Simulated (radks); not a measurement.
The numbers below are computed, except where a source is named.
All-electron atom: Pt35+ in [Kr] 4d7. Code: a radial shooting solver on a logarithmic mesh with Libxc functionals. Model: scalar-relativistic Kohn-Sham, BLYP, spin-polarised, spherical densities, finite nucleus; open shells are filled with parallel spins first (spin-orbit coupling, left out, can overturn this in heavy ions); Fermi nuclear charge, rms radius 5.427 fm. Some entries of the table are withheld. Estimate them.

orbital  occ.  eigenvalue (eV)  <1/r> (bohr^-1)  <r^2> (bohr^2)
1s up       1        -79830.04            93.91       0.0004062
1s down     1        -79829.97            93.91       0.0004062
2s up       1        -15208.86            22.01        0.006204
2s down     1        -15205.54            22.01        0.006203
2p up       3        -13375.34            19.66        0.005203
2p down     3        -13372.61            19.66        0.005202
3s up       1        -4651.903            8.215         0.03954
3s down     1        -4650.281            8.216         0.03951
3p up       3        -4116.741            7.524         0.04036
3p down     3        -4114.940            7.525         0.04032
3d up       5        -3542.885            7.082         0.03325
3d down     5        -3540.150            7.081         0.03324
4s up       1        -1970.963            3.822          0.1669
4s down     1        -1963.162            3.821          0.1670
4p up       3        -1778.313            3.537          0.1809
4p down     3        -1770.634            3.534          0.1811
4d up       5              (1)              (2)          0.1847
4d down     2              (3)              (4)          0.1851
5s up       0        -1074.904            2.106          0.5256
5s down     0        -1071.345            2.099          0.5284
5p up       0        -992.4199              (5)          0.5779
5p down     0        -989.2324              (6)          0.5814

Answer. 
(1) 4d up eigenvalue (eV): -1555.418
(2) 4d up <1/r> (bohr^-1): 3.295
(3) 4d down eigenvalue (eV): -1547.752
(4) 4d down <1/r> (bohr^-1): 3.293
(5) 5p up <1/r> (bohr^-1): 1.970
(6) 5p down <1/r> (bohr^-1): 1.963
